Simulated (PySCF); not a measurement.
Compound: C4H7NSe.
Atom-mapped SMILES: `[CH3:1][CH2:2][Se:3][CH2:4][C:5]#[N:6]` (hydrogens: H7, H8, H9 on C1; H10, H11 on C2; H12, H13 on C4)

Theory: PBE0-D3(BJ)/def2-SVP geometry optimisation, gas phase in PySCF 2.14.0.

Question: List the bond lengths, angles and torsions at this level.

Answer: 
| bond | length (pm) | order |
| --- | --- | --- |
| C1–C2 | 151.6 | single |
| C2–Se3 | 195.6 | single |
| Se3–C4 | 195.9 | single |
| C4–C5 | 145.0 | single |
| C5≡N6 | 115.8 | triple |
| C1–H7, C1–H8, C1–H9 | 110.0 | single |
| C2–H10, C2–H11 | 110.1 | single |
| C4–H12, C4–H13 | 110.0 | single |

Bonds in one row agree within 1 pm and their mean is given. Orders are formal, as drawn. A selection of angles:
| angle | degrees |
| --- | --- |
| C2–C1–H7 | 111.1 |
| C2–C1–H8 | 110.0 |
| H7–C1–H8 | 108.1 |
| C1–C2–Se3 | 115.2 |
| C1–C2–H10 | 111.4 |
| Se3–C2–H10 | 103.3 |
| Se3–C2–H11 | 107.1 |
| H10–C2–H11 | 106.6 |
| C2–Se3–C4 | 98.2 |
| Se3–C4–C5 | 114.6 |
| Se3–C4–H12 | 109.0 |
| Se3–C4–H13 | 105.9 |
| C5–C4–H12 | 109.9 |
| H12–C4–H13 | 107.6 |
| C4–C5–N6 | 178.9 |

Torsions: C1–C2–Se3–C4 80° (synclinal); C2–Se3–C4–C5 -72° (synclinal). The mirror-image conformer, all signs reversed, is as good.

The 2 C–C bonds span 1.450 Å (C4–C5, drawn single) to 1.516 Å (C1–C2, drawn single), a spread of 0.066 Å. Of the pairs four or more bonds apart, C5···H9 is among the closest relative to their van der Waals radii: 2.73 Å, 94 % of the sum of Bondi's values.

Point group: C1 (no symmetry element, even within 0.4 Å). No PBE0-D3(BJ)/def2-SVP frequencies stand behind this structure, so it isn't proved a minimum. The numbers are those of one conformer.
